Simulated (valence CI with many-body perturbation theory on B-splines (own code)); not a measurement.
The numbers below are computed, except where a source is named.
From CI to CI+MBPT in Cs XLIII

Method: configuration interaction combined with many-body perturbation theory (CI+MBPT): three valence electrons over a frozen Dirac-Fock core [Ne], radial functions for each j: 11 s, 11 p, 9 d, 7 f, 5 g, 2 h, 1 i, with the one-electron correlation potential Σ1, the two-electron term Σ2, the three-electron term Σ3, Breit, model QED; selected CI, second order for the rest (own B-spline code, finite nucleus).

No measured spectrum was set against this ion. As an estimate, large intervals hold to a few tenths of a per cent, small ones and those within an open d or f shell to about a per cent.

Each rung adds one term. CI alone is the Dirac-Coulomb CI over the frozen core; QED comes last and gives the full result, which names the levels. Energies are above (3s^2 3p1/2) J=1/2 on the same rung, in × 10³ cm⁻¹.

Levels are named by their leading jj configuration (3d3/2^4 stands for four electrons in 3d with j = 3/2), which in mixed levels can hold well under half, so a name can repeat and another be missing. Letters in brackets count levels of one name in rising energy.

```
                     Level  CI alone
        (3s^2 3p3/2) J=3/2    733.85
        (3s 3p1/2^2) J=1/2    845.17
(3s 3p1/2 3p3/2) J=3/2 [a]    1431.3
    (3s 3p1/2 3p3/2) J=5/2    1527.3
(3s 3p1/2 3p3/2) J=3/2 [b]    1655.0
    (3s 3p1/2 3p3/2) J=1/2    1722.2
        (3s^2 3d3/2) J=3/2    2027.7
        (3s^2 3d5/2) J=5/2    2099.0
        (3s 3p3/2^2) J=5/2    2312.0
        (3s 3p3/2^2) J=1/2    2457.8
        (3s 3p3/2^2) J=3/2    2501.6
     (3p1/2^2 3p3/2) J=3/2    2515.0
(3s 3p1/2 3d3/2) J=3/2 [a]    2629.5
    (3s 3p1/2 3d3/2) J=5/2    2695.5
    (3s 3p1/2 3d3/2) J=1/2    2840.4
(3s 3p1/2 3d3/2) J=3/2 [b]    2852.4
```

What do these energies become with core correlation, Breit and QED?

(3s^2 3p3/2) J=3/2 725.63 (-8.22); (3s 3p1/2^2) J=1/2 842.01 (-3.16); (3s 3p1/2 3p3/2) J=3/2 [a] 1421.7 (-9.55); (3s 3p1/2 3p3/2) J=5/2 1514.5 (-12.77); (3s 3p1/2 3p3/2) J=3/2 [b] 1641.6 (-13.41); (3s 3p1/2 3p3/2) J=1/2 1707.1 (-15.03); (3s^2 3d3/2) J=3/2 2007.2 (-20.47); (3s^2 3d5/2) J=5/2 2077.7 (-21.27); (3s 3p3/2^2) J=5/2 2288.6 (-23.42); (3s 3p3/2^2) J=1/2 2436.8 (-20.93); (3s 3p3/2^2) J=3/2 2477.0 (-24.67); (3p1/2^2 3p3/2) J=3/2 2497.6 (-17.48); (3s 3p1/2 3d3/2) J=3/2 [a] 2610.2 (-19.26); (3s 3p1/2 3d3/2) J=5/2 2674.1 (-21.45); (3s 3p1/2 3d3/2) J=1/2 2817.9 (-22.49); (3s 3p1/2 3d3/2) J=3/2 [b] 2828.8 (-23.62).

How does the ionisation energy move along the ladder, and which term matters most?

CI alone 3217.4, + Σ1 3218.5, + Σ2 3218.3, + Σ3 3218.3, + Breit 3214.9, + QED 3215.0 eV. The largest step is Breit, -3.3 eV. NIST lists 3214 ± 4 eV (theoretical).
